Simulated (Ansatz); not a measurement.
```xyz
2

C     0.0000    0.0000    0.0000
S     0.0000    0.0000    1.9955
```

Basis set: STO-3G (spherical functions). Correlated methods keep 6 orbitals frozen. Charge 0, multiplicity 1.

Computed with Ansatz (development build ahead of 0.2.0); the reference of a correlated method needn't be the lowest determinant of its kind. Restricted open shells among the atoms or ions are ROHF, correlated in semicanonical orbitals with singles.

Q: Give the atomization energy at this shape (free ground-state atoms in the same class of orbitals less the molecule, no zero-point energy) of singlet CS by RHF-CCSD(T), RHF-CCSD.

A:

| method | atomization energy |
| --- | --- |
| RHF-CCSD(T) | 4.53 eV |
| RHF-CCSD | 3.55 eV |

Caution: in another basis set an unrestricted determinant lies well below; large amplitudes, a single reference is doubtful; the reference determinant was not shown to be the lowest; the shape is not the minimum.

This basis has no polarisation functions and is too small for such energies, which can lie far from measured ones in either direction.
